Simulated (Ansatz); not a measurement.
Breaking the Ge6–H7 bond in CH6BeGe (SMILES [CH3][Be][GeH3]) (multiplicity 1 held, fragments rigid). Energies count from the point at 1.546 Å.
Geometry at that point (charge 0, multiplicity 1):
```csv
atom,x (Å),y (Å),z (Å)
Be,-0.1838,1.0492,-0.7546
C,-0.4193,2.3926,-1.7208
H,-1.2268,3.0309,-1.3459
H,-0.6826,2.1178,-2.7481
H,0.4784,3.0178,-1.7796
Ge,0.1264,-0.7213,0.5188
H,0.9812,-1.8178,-0.1578
H,0.8479,-0.3987,1.8478
H,-1.1919,-1.4196,0.9253
```

Unrestricted levels (U-) break spin symmetry where that is lower. Active spaces are followed from a long bond inwards. Levels need not reach the same state.

Frozen-core correlation. Filled d and f shells under p-block atoms count as core.

Codes used: Ansatz (Gaussian orbitals). Values without a source in brackets are computed.

Estimate the energy at R = 4.948 Å that U-CCSD/cc-pVDZ returns for this input.

3.43 eV

Doubts at one or more of the structures used: a spin-contaminated determinant (U-CCSD/cc-pVDZ).

Ansatz is an electronic-structure program.
